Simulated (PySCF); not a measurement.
PySCF input for C₂H₅Be, SMILES [Be+][CH2]C, charge +1, KT2/pcSseg-2. Coordinates come from a PBE0-D3(BJ)/def2-TZVP optimisation. The spin state was assumed, not searched. The isomer is the one that the SMILES or the coordinates give; other isomers of the formula were not compared.

```python
import numpy as np
from pyscf import gto, scf, dft
from pyscf.prop.nmr import rks as nmr

mol = gto.M(
    atom='''
    Be   -0.63058822    1.68718450    0.00000000
    C     0.43449586    0.38236411   -0.00000000
    C    -0.20035984   -1.00689603    0.00000000
    H     1.06389562    0.55842400    0.88320060
    H     1.06389561    0.55842400   -0.88320060
    H    -0.80867423   -1.18679550   -0.88596272
    H    -0.80867422   -1.18679549    0.88596273
    H     0.60709399   -1.74480351   -0.00000000
    ''',
    basis='pcSseg-2',
    charge=1,
    spin=0,
    max_memory=1600,
    verbose=3,
)
mf = dft.RKS(mol, xc='kt2').density_fit(auxbasis='def2-universal-jkfit')
mf.grids.level = 3
mf.conv_tol = 1e-10
mf.max_cycle = 100
mf.kernel()
n = nmr.NMR(mf)
n.verbose = 2
n.max_cycle_cphf = 60
sigma = n.kernel()
print('atom   isotropic/ppm   span/ppm')
for i, s in enumerate(sigma):
    w = np.linalg.eigvalsh((s + s.T) / 2)
    print(f'{mol.atom_symbol(i):2s}{i + 1:3d} {w.mean():14.3f} {w[2] - w[0]:11.3f}')
```

Program output:

```
converged SCF energy = -95.3674286815628
atom   isotropic/ppm   span/ppm
Be  1        127.872      29.610
C   2        150.644      79.266
C   3        164.762      30.095
H   4         27.819       9.127
H   5         27.819       9.127
H   6         29.217       9.667
H   7         29.217       9.667
H   8         29.025      11.611
```

The run converged.

Cost: very roughly 16 core-seconds.
